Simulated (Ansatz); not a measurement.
The cluster Mg₂Al₄O₈, relaxed as a singlet with RKS PBE-D4/def2-SVP in Ansatz, starting from the GFN2-xTB geometry. Force threshold 0.03 eV/Å.

The structure holds one bond between oxygen atoms, so isomers without such links may lie far lower. Another isomer (singlet) lies 4.83 eV lower at PBE0-D4/def2-TZVP; other spin states weren't run for this one.

Start:

Cartesian coordinates in Å:
```
Mg -0.164 0.457 2.416
Mg 1.048 -0.986 0.373
Al 1.871 -0.285 -1.916
Al -1.833 -0.701 0.705
Al -0.883 0.085 -1.708
Al 0.976 1.649 -0.262
O -0.571 -1.871 1.058
O 0.349 -1.405 2.102
O 1.074 1.161 1.306
O -0.505 1.593 -1.061
O 2.257 1.219 -1.307
O -2.094 -0.789 -0.951
O -1.907 0.456 1.863
O 0.380 -0.583 -2.617
```

**Question.** Estimate the energy that the relaxation releases and the steps that it takes.

**Answer.** 48.7 kcal/mol, in 20 steps; 75 s on 6 threads of Intel Xeon on a shared host. The force fell under the threshold at step 11, but the optimiser went on and released 0.180 eV more. No frequencies were taken in this run, so the end may be a saddle point.

**Question.** Does the start keep its bonding and symmetry?

**Answer.** Bonds lost: Mg2–Al5 (atoms count from 1). Bonds formed: Al4–O10 (atoms count from 1). Metal–metal contacts that move far: Mg2–Al4 2.91 to 3.54 Å.

**Question.** Predict the relaxed structure.

**Answer.** 
```xyz
14

Mg   -0.231    0.373    2.573
Mg    1.605   -1.052    0.766
Al    1.904   -0.309   -1.935
Al   -1.797   -0.141    0.462
Al   -0.966   -0.171   -1.939
Al    0.937    1.534   -0.178
O    -0.411   -1.420    0.799
O     0.255   -1.543    2.187
O     1.281    0.957    1.421
O    -0.711    1.116   -0.675
O     2.064    1.408   -1.475
O    -2.333   -0.818   -1.101
O    -2.009    0.636    1.969
O     0.410   -0.570   -2.874
```
Bond lengths (bridged metal pairs left out): 12 × Al–O 1.71 to 2.01 Å; 6 × Mg–O 1.90 to 2.14 Å; 1 × Al–Mg 2.82 Å; 1 × O–O 1.55 Å.
